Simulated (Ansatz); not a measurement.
Relaxation of BH6NOSi (10 atoms, charge 0, multiplicity 1), to a largest force component of 0.015 eV/Å in at most 40 steps.

The calculation used RKS PBE0-D4/6-31G* (Ansatz 0.2.0).

```xyz
10
Properties=species:S:1:pos:R:3
N -1.455 0.982 -0.434
B -0.120 0.967 0.176
O 0.146 -0.012 1.205
Si 0.908 -1.367 0.394
H -1.639 0.062 -0.940
H -2.196 0.962 0.400
H 0.733 1.761 -0.135
H 1.200 -2.402 1.375
H -0.146 -1.903 -0.511
H 2.067 -0.998 -0.291
```

Q: Where does it end, and by what steps?

A: It converged. The force dipped under the threshold on the way, but the program's further checks kept it going. After 24 steps the energy has fallen by 1.872 eV; H5 moved furthest, 2.16 Å.

```json
{"step": "0", "energy less start (eV)": "0.0000", "largest force component (eV/Å)": "2.834", "accepted": "yes"}
{"step": "1", "energy less start (eV)": "-0.4750", "largest force component (eV/Å)": "1.545", "accepted": "yes"}
{"step": "2", "energy less start (eV)": "-0.7248", "largest force component (eV/Å)": "1.071", "accepted": "yes"}
{"step": "3", "energy less start (eV)": "-0.9075", "largest force component (eV/Å)": "1.089", "accepted": "yes"}
{"step": "4", "energy less start (eV)": "-1.0989", "largest force component (eV/Å)": "1.104", "accepted": "yes"}
{"step": "5", "energy less start (eV)": "-1.2797", "largest force component (eV/Å)": "1.061", "accepted": "yes"}
{"step": "6", "energy less start (eV)": "-1.4435", "largest force component (eV/Å)": "1.333", "accepted": "yes"}
{"step": "7", "energy less start (eV)": "-1.5790", "largest force component (eV/Å)": "0.941", "accepted": "yes"}
{"step": "8", "energy less start (eV)": "-1.6790", "largest force component (eV/Å)": "0.650", "accepted": "yes"}
{"step": "9", "energy less start (eV)": "-1.7445", "largest force component (eV/Å)": "0.315", "accepted": "yes"}
{"step": "10", "energy less start (eV)": "-1.7842", "largest force component (eV/Å)": "1.144", "accepted": "yes"}
{"step": "11", "energy less start (eV)": "-1.8398", "largest force component (eV/Å)": "0.236", "accepted": "yes"}
{"step": "12", "energy less start (eV)": "-1.8638", "largest force component (eV/Å)": "0.137", "accepted": "yes"}
{"step": "13", "energy less start (eV)": "-1.8477", "largest force component (eV/Å)": "0.362", "accepted": "no"}
{"step": "14", "energy less start (eV)": "-1.8696", "largest force component (eV/Å)": "0.046", "accepted": "yes"}
{"step": "15", "energy less start (eV)": "-1.8622", "largest force component (eV/Å)": "0.277", "accepted": "no"}
{"step": "16", "energy less start (eV)": "-1.8711", "largest force component (eV/Å)": "0.013", "accepted": "yes"}
{"step": "17", "energy less start (eV)": "-1.8716", "largest force component (eV/Å)": "0.036", "accepted": "yes"}
{"step": "18", "energy less start (eV)": "-1.8717", "largest force component (eV/Å)": "0.021", "accepted": "yes"}
{"step": "19", "energy less start (eV)": "-1.8718", "largest force component (eV/Å)": "0.006", "accepted": "yes"}
{"step": "20", "energy less start (eV)": "-1.8720", "largest force component (eV/Å)": "0.033", "accepted": "yes"}
{"step": "21", "energy less start (eV)": "-1.8721", "largest force component (eV/Å)": "0.040", "accepted": "yes"}
{"step": "22", "energy less start (eV)": "-1.8722", "largest force component (eV/Å)": "0.023", "accepted": "yes"}
{"step": "23", "energy less start (eV)": "-1.8722", "largest force component (eV/Å)": "0.007", "accepted": "yes"}
{"step": "24", "energy less start (eV)": "-1.8723", "largest force component (eV/Å)": "0.012", "accepted": "yes"}
```

```xyz
10
Properties=species:S:1:pos:R:3
N -1.655 1.241 -0.103
B -0.401 0.625 -0.149
O -0.251 -0.635 0.381
Si 1.088 -1.606 0.458
H -1.824 2.162 -0.472
H -2.464 0.796 0.306
H 0.530 1.204 -0.647
H 1.337 -1.981 1.876
H 0.848 -2.846 -0.328
H 2.288 -0.907 -0.084
```

Whether the end is a true minimum wasn't checked by a vibrational analysis.

The run took 93 s on 1 CPU thread of a shared host.
